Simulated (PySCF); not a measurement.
# Where the electron goes

Species: CF3SO3CH3, C₂H₃F₃O₃S.
Z-matrix (Å and degrees, GFN2-xTB geometry), rows numbered from 1:
```
C 
O   1  1.4253
S   2  1.5897  1  115.28
O   3  1.4184  2  111.46  1    74.77
O   3  1.4191  2  110.77  1   -60.66
C   3  1.8700  2   94.11  1  -173.26
F   6  1.3242  3  110.05  2    62.62
F   6  1.3240  3  109.60  2   -57.18
F   6  1.3262  3  110.48  2  -177.12
H   1  1.0912  2  109.75  3   -64.38
H   1  1.0912  2  109.51  3    56.41
H   1  1.0881  2  106.22  3   176.02
```

Computed with TDDFT PBE0/def2-SVPD, vertical, gas phase, core orbitals frozen in the response (PySCF 2.14.0, density-fitted response routines).

Kohn–Sham orbitals with the atoms that hold most of them (Löwdin shares over 4%, at most four atoms; ? is withheld):

```tsv
orbital	ε (eV)	atoms
HOMO-3	-10.77	O2 27%, O5 25%, O4 17%, C1 10%
HOMO-2	-10.46	O5 37%, O4 36%, S3 10%, O2 9%
HOMO-1	-10.15	O4 25%, O5 22%, S3 13%, C6 13%
HOMO	?	?
LUMO	0.14	?
LUMO+1	0.43	S3 20%, O2 19%, C1 12%, C6 8%
LUMO+2	0.76	S3 31%, C6 18%, O5 9%, O4 9%
```

(1) Give the leading atoms of the LUMO.

(2) Which atoms hold the HOMO, and with what shares?

(3) What is the HOMO energy, and the HOMO–LUMO gap?

Answers

(1) S3 (bonded to C and 3 O) 28%; C1 (bonded to O and 3 H) 16%; O5 (bonded to S) 8%; O4 (bonded to S) 8%. By element: sulfur 28%, oxygen 17% or more, carbon 16% or more.

(2) O2 (bonded to C and S) 31%; O4 (bonded to S) 30%; O5 (bonded to S) 28%; C1 (bonded to O and 3 H) 5%. By element: oxygen 89%, carbon 5% or more.

(3) ε(HOMO) = -9.40 eV; the gap is 9.54 eV (0.3507 hartree).

Question: The HOMO–LUMO gap is 9.54 eV. Where does the response calculation put the lowest singlet, and from which orbitals?

Answer: S1 is at 8.13 eV (f = 0.0034), 1.42 eV below the gap, made of HOMO→LUMO (60%), HOMO→LUMO+1 (31%). Without the coupling terms of the response equations the lowest excitation would equal the gap.

Next come S2 at 8.28 eV (f 0.014), HOMO→LUMO+1 (57%), HOMO→LUMO (32%); S3 at 8.52 eV (f 0.0003), HOMO→LUMO+2 (77%), HOMO→LUMO+5 (13%); S4 at 8.95 eV (f 0.0098), HOMO-1→LUMO (63%), HOMO-1→LUMO+1 (25%); S5 at 9.08 eV (f 0.0033), HOMO→LUMO+4 (52%), HOMO-1→LUMO+1 (20%), HOMO-1→LUMO (17%).

Löwdin shares depend on the basis, the more so with diffuse functions.

One conformer stands for the species.
